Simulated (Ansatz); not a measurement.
Total energies of (H3Ge)2CH2 (CH8Ge2) from Ansatz at PBE0-D4/def2-TZVP, gas phase (1 Eh = 27.2114 eV = 2625.5 kJ/mol). The reference geometry is relaxed at r2SCAN-D4/def2-SVP.

```csv
atom,x (Å),y (Å),z (Å)
Ge1,0.365,0.725,-1.452
H2,0.351,2.174,-1.970
H3,-0.587,-0.121,-2.313
H4,1.789,0.161,-1.590
C5,-0.197,0.664,0.422
Ge6,-0.243,-1.136,1.191
H7,-1.241,-2.011,0.414
H8,1.150,-1.779,1.105
H9,-0.675,-1.078,2.667
H10,-1.201,1.112,0.507
H11,0.489,1.288,1.019
```

```
                 state   geometry  energy (Eh)
      charge 0 singlet  reference  -4196.34834
      charge 1 doublet  reference  -4195.96641
free Ge atom (triplet)          –  -2076.65516
 free H atom (doublet)          –     -0.50104
 free C atom (triplet)          –    -37.80537
```

Problem. Work out the vertical ionisation energy to the doublet.

Solution. E(charge 1 doublet) − E(charge 0 singlet) = -4195.96641 − (-4196.34834) = 0.38193 Eh = 10.39 eV. For comparison, −ε of the highest occupied level is 8.47 eV at this level, 1.92 eV less.

Problem. What is the binding energy per atom against free atoms?

Solution. Atoms: 2 × (-2076.65516) + 8 × (-0.50104) + 1 × (-37.80537) = -4195.12401 Eh. Binding: -4195.12401 − (-4196.34834) = 1.22433 Eh = 33.32 eV, or 3.03 eV for each of 11 atoms (no zero-point energy, no counterpoise term).
